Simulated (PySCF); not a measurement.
Vibration and rotation of BiSe⁻

UHF-CCSD(T) constants of BiSe⁻, ³Σ⁻ (triplet), unpaired electrons π ↑↑ (basis Bi aug-cc-pVDZ-PP with ECP60, Se aug-cc-pVDZ-PP with ECP10; scalar-relativistic core potentials; PySCF 2.14; masses 208.9804 and 79.9165 u):

| Property | Result |
| --- | --- |
| ωe | 228.7 cm⁻¹ |
| ωexe | 0.445 cm⁻¹ |
| Be | 0.043645 cm⁻¹ |
| αe | 0.000116 cm⁻¹ |
| D (centrifugal) | 6.36e-09 cm⁻¹ |

Q: Give the vibrational terms G(v) and spacings up to v = 6.

A: G(v) = ωe(v+½) − ωexe(v+½)².

```csv
v,G(v) (cm⁻¹),G(v) − G(v−1),Bv (cm⁻¹)
0,114.2,,0.04359
1,342.0,227.8,0.04347
2,569.0,226.9,0.04336
3,795.0,226.0,0.04324
4,1020.1,225.1,0.04312
5,1244.4,224.2,0.04301
6,1467.7,223.4,0.04289
```

Correlated steps freeze 8 core orbitals. Spin–orbit coupling is left out, which matters for elements this heavy, above all for dissociation energies. The state was picked by a PBE0 search and need not be the measured ground state.
